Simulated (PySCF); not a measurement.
A survey of ¹⁷O NMR shifts

Averaged over atoms made equivalent by symmetry, fast rotation or ring inversion, non-relativistic Hamiltonian, one computed conformer, no solvent model. GIAO PBE0/pcSseg-1 shieldings; structure optimised with GFN2-xTB; PySCF.

Shieldings were converted by a linear fit to measured shifts: ¹⁷O: δ = 266.70 − 0.911σ (rms 10.7 ppm, 155 shifts, 12.2 ppm with the 3 outliers that the fit left out vs liquid water, solution or neat liquid). A few per cent of atoms miss by over 2 rms, more outside the fitted compound classes.

(1) Give the ¹⁷O shifts of `CO[Si@@H]1CC(C(=O)O)=C1F`, `CCC(=O)[SiH2]OC(C)C`, `CNC(=O)/C=C/OC(F)(F)F`, `CS(=O)(=O)COC(F)F`.

(2) Order these by ¹⁷O shift, lowest first.
A. N[Si]([SiH3])([SiH3])O[SiH3]
B. C=Cc1pc(F)oc1C1CC1
C. CC(=O)c1cc(C)cpc1F

## Answers

(1) 
| compound | environment | δ (ppm) |
| --- | --- | --- |
| [CH3:1][O:2][Si@@H:3]1[CH2:4][C:5]([C:6](=[O:7])[OH:8])=[C:9]1[F:10] | O7: carbonyl oxygen | 366.0 |
| [CH3:1][O:2][Si@@H:3]1[CH2:4][C:5]([C:6](=[O:7])[OH:8])=[C:9]1[F:10] | O8: acid hydroxyl oxygen | 157.8 |
| [CH3:1][O:2][Si@@H:3]1[CH2:4][C:5]([C:6](=[O:7])[OH:8])=[C:9]1[F:10] | O2: oxygen bonded to C, Si | -18.3 |
| [CH3:1][CH2:2][C:3](=[O:4])[SiH2:5][O:6][CH:7]([CH3:8])[CH3:9] | O4: carbonyl oxygen | 716.5 |
| [CH3:1][CH2:2][C:3](=[O:4])[SiH2:5][O:6][CH:7]([CH3:8])[CH3:9] | O6: oxygen bonded to C, Si | 9.3 |
| [CH3:1][NH:2][C:3](=[O:4])/[CH:5]=[CH:6]/[O:7][C:8]([F:9])([F:10])[F:11] | O4: amide-type carbonyl oxygen | 301.6 |
| [CH3:1][NH:2][C:3](=[O:4])/[CH:5]=[CH:6]/[O:7][C:8]([F:9])([F:10])[F:11] | O7: ether oxygen | 116.9 |
| [CH3:1][S:2](=[O:3])(=[O:4])[CH2:5][O:6][CH:7]([F:8])[F:9] | O3/4: S=O oxygen (×2) | 154.6 |
| [CH3:1][S:2](=[O:3])(=[O:4])[CH2:5][O:6][CH:7]([F:8])[F:9] | O6: ether oxygen | 62.8 |

(2) A (-11.8 ppm, oxygen bonded to 2 Si), B (255.6 ppm, aromatic ring oxygen), C (571.3 ppm, ketone oxygen).

In solution the two oxygens of a carboxylic acid give one averaged line by proton exchange, and hydrogen bonding shields acid and N–H amide carbonyl oxygens by tens of ppm; neither is in these numbers.
